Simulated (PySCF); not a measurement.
## Correlation energy of N²⁺ (nitrogen, charge +2)

[He] 2s1 2p2, high-spin 4P determinant (an excited configuration). Calculation: PySCF 2.14, in aug-cc-pwCVTZ; the non-relativistic Hamiltonian (point nucleus). Frozen: nothing; 5 electrons correlated.

```csv
level,correlation energy (mhartree)
CCSD,-64.92
(T),-0.10
CCSD(T),-65.02
```

Diagnostics: T1 = 0.0011, D1 = 0.0022, largest double amplitude 0.017.

Cost of the coupled-cluster step: roughly 4 core-seconds, for 5 correlated electrons.
